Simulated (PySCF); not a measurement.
C7H13NSi.
Structure used (PBE0-D3(BJ)/def2-SVP), in Å, numbered top down from 1:
```xyz
22
C7H13NSi angstrom
C      3.6005   -0.9987   -0.9512
C      2.6349   -0.1285   -0.6136
C      2.6709    1.3354   -0.9102
C      1.4524   -0.6411    0.0989
N      0.4933    0.1101    0.4602
Si    -0.9444   -0.4322    1.2980
C     -2.4591    0.1189    0.3386
C     -2.2963    0.8403   -0.7787
C     -3.8098   -0.2757    0.8631
H      3.5094   -2.0610   -0.7041
H      4.5042   -0.6829   -1.4788
H      2.5609    1.9156    0.0185
H      1.8158    1.6180   -1.5438
H      3.6029    1.6247   -1.4137
H      1.4722   -1.7373    0.2925
H     -0.9636   -1.9284    1.4669
H     -0.9507    0.1768    2.6643
H     -1.3008    1.1219   -1.1356
H     -3.1555    1.1814   -1.3704
H     -3.9637    0.0942    1.8912
H     -3.9169   -1.3728    0.9082
H     -4.6228    0.1201    0.2347
```

Computed with PySCF at PBE0/pcSseg-1, non-relativistic, on one gas-phase PBE0-D3(BJ)/def2-SVP geometry that isn't relaxed in the solvent. The solvent is an IEF-PCM continuum (van der Waals radii × 1.2). The model holds no explicit solvent molecules, cavitation or dispersion.

```csv
run,E − E(gas) (kcal/mol),HOMO (eV),HOMO–LUMO gap (eV),dipole (D)
gas,0.00,-7.10,5.60,1.24
P,-3.86,-7.18,5.69,1.89
Q,-3.11,-7.15,5.67,1.74
```

The runs were made in acetonitrile and tetrahydrofuran. Which run belongs to which solvent?

P = acetonitrile, Q = tetrahydrofuran. The dielectric constants are 7.426 (tetrahydrofuran), 35.69 (acetonitrile), and the energy falls further as ε rises. In this model the ground state sees the solvent through ε alone.

How constant is the ratio of the lowering to (ε − 1)/(2ε + 1)?

```json
{"solvent": "tetrahydrofuran", "(ε − 1)/(2ε + 1)": "0.405", "E − E(gas) (kcal/mol)": "-3.11", "ratio (kcal/mol)": "-7.7", "polarisation term (kcal/mol)": "-3.52"}
{"solvent": "acetonitrile", "(ε − 1)/(2ε + 1)": "0.479", "E − E(gas) (kcal/mol)": "-3.86", "ratio (kcal/mol)": "-8.1", "polarisation term (kcal/mol)": "-4.53"}
```

The ratio changes by +5.0 % in size from tetrahydrofuran to acetonitrile. The polarisation term is half the interaction of the solute with the induced surface charges.
